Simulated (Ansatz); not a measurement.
`[BH2][GeH2][Br]` + HCl → `[Cl][GeH2][Br]` + BH₃ at 400 K and 1 bar (cleavage of the Ge–B bond).

Isolated molecules relaxed with PBE0-D4/def2-TZVP in Ansatz; ΔE leaves out vibrations. CCSD(T)/CBS adds triple-zeta CCSD(T) − MP2 to the extrapolated MP2 energy (def2 sets, frozen cores). This one scheme is used for every species. For Br, Ge outer-core shells are correlated without core-valence functions, which leaves a few kJ/mol of doubt a bond. Scalar relativity is left out up to krypton.

```tsv
species	CCSD(T)/CBS energy (Eh)	H − E (kJ/mol)	S (J/(mol·K))
`[BH2][GeH2][Br]`	-4676.63012	122.1	357.6
HCl	-460.38127	29.6	195.4
`[Cl][GeH2][Br]`	-5110.48619	70.3	339.7
BH₃	-26.55200	82.6	199.4
```

H − E and S are ideal-gas, rigid-rotor, harmonic terms from PBE0-D4/def2-TZVP. 1 Eh = 2625.50 kJ/mol, R = 8.31446 J/(mol·K).

Question: By hand: ΔE, ΔH, ΔS and ΔG.

Answer: ΔE = (-5110.48619) + (-26.55200) − (-4676.63012) − (-460.38127) = -0.02680 Eh = -70.4 kJ/mol. Δ(H − E) = 70.3 + 82.6 − 122.1 − 29.6 = 1.2, so ΔH = -69.2 kJ/mol. ΔS = 339.7 + 199.4 − 357.6 − 195.4 = -13.9 J/(mol·K). ΔG = -69.2 − 400 × (-13.9)/1000 = -63.6 kJ/mol.

Question: By hand: the equilibrium constant, and the temperature at which ΔG would vanish if ΔH and ΔS stayed fixed.

Answer: log₁₀ K = −ΔG/(RT ln 10) = 8.3. ΔG = 0 at ΔH/ΔS = 4978 K, far beyond where these terms or the molecules hold.

The number of gas molecules stays the same, so ΔS is small and ΔH decides. A doubt of 5 kJ/mol in ΔE shifts log₁₀ K by 0.7 here. These are equilibria of isolated gas molecules and say nothing of rates. Largest T1 diagnostic: 0.010 (customary marks: 0.02 for closed shells, 0.045 for open ones).
